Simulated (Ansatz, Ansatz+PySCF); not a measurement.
```xyz
3

Al    1.4500    0.0000    0.0000
Al   -0.7250    1.2557    0.0000
Al   -0.7250   -1.2557    0.0000
```

Basis set: def2-SVP (spherical functions). Charge 0, multiplicity 2.

Computed with Ansatz (development build ahead of 0.2.0); each method stands on the lowest determinant of its kind that the runs found.

Problem. Give the atomization energy at this shape (free ground-state atoms in the same class of orbitals less the molecule, no zero-point energy) of doublet Al3 by PBE0 (unrestricted), UHF, ROHF.

Solution.

```tsv
method	atomization energy
PBE0 (unrestricted)	3.82 eV
UHF	1.64 eV
ROHF	1.26 eV
```

Caution for UHF: the determinant breaks the point group; the unrestricted determinant is a mixture of spin states.
